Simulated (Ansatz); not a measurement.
`CNB[SiH3]` + H₂O → `CNBO` + SiH₄  (formal hydrolysis of a B–Si bond)

Program: Ansatz. Geometries: PBE0-D4/def2-TZVP. ΔE: electronic, gas phase. CCSD(T)/CBS adds triple-zeta CCSD(T) − MP2 to the extrapolated MP2 energy (def2 sets, frozen cores). This one scheme is used for every species. DFT in def2-TZVPP. One conformer a species, not always the lowest.

| level | ΔE (kcal/mol) |
| --- | --- |
| LDA (SPW92) | -29.4 |
| CAM-B3LYP-D4 | -32.5 |
| ωB97X-V | -30.7 |
| r2SCAN0 | -31.2 |

What does CCSD(T)/CBS give? (Best estimate.)

Computed: -28.9 kcal/mol. The listed levels differ from it by -0.5, -3.6, -1.8, -2.3 kcal/mol.

What do rigid-rotor, harmonic-oscillator terms from PBE0-D4/def2-TZVP frequencies (298.15 K, 1 bar) make of the CCSD(T)/CBS value? (Best estimate.)

Ansatz gave: ΔZPE = -0.1 kcal/mol, ΔH = -29.7 kcal/mol, ΔS = -18 J/(mol·K), ΔG = -28.5 kcal/mol.

Largest T1 diagnostic among the species: 0.014.

Leaving LDA and LC-ωPBE aside and taking each functional with its dispersion term where it has one, the values, not all of them listed here, spread over 6.0 kcal/mol, from BHLYP-D4 to revPBE-D4. LDA lies −1.5 kcal/mol from PBE without D4. In def2-TZVPP, CCSD(T) changes the Hartree–Fock value by +6.5 kcal/mol (the triples alone add +0.8 kcal/mol) and MP2 by +5.6 kcal/mol.
